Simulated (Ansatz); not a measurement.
The input (input.yaml):

```yaml
crystal:
  periodic: [false, false, false]
  atoms:
    - { symbol: Al, position_ang: [-0.001754, 0.270232, 0.004529] }
    - { symbol: F, position_ang: [0.065058, 0.149914, 1.922893] }
    - { symbol: O, position_ang: [1.470774, -0.360614, -0.550915] }
    - { symbol: H, position_ang: [1.662054, -0.806422, -1.374562] }
    - { symbol: O, position_ang: [-1.559438, -0.097481, -0.552972] }
    - { symbol: H, position_ang: [-1.867777, -0.873094, -1.019394] }
    - { symbol: H, position_ang: [0.077947, 1.839437, 0.593579] }
    - { symbol: H, position_ang: [0.089138, 1.16243, 1.631641] }
basis:
  gaussian: { orbitals: def2-SVP }
hamiltonian:
  xc: pbe0
  dispersion: d4
phonons: {}
```

Command:

```bash
$ ansatz run input.yaml --threads 2 --pin off --max-ram 3072MiB --backend cpu --events-out ev --progress --plain --runs-dir out
```

Hardware: 2 threads of Arm Neoverse V2, with other jobs on the host.

Task: Roughly how long does this run take, and how much memory?

Result: 45 s, with a peak of 0.15 GiB, for 0 ionic steps.
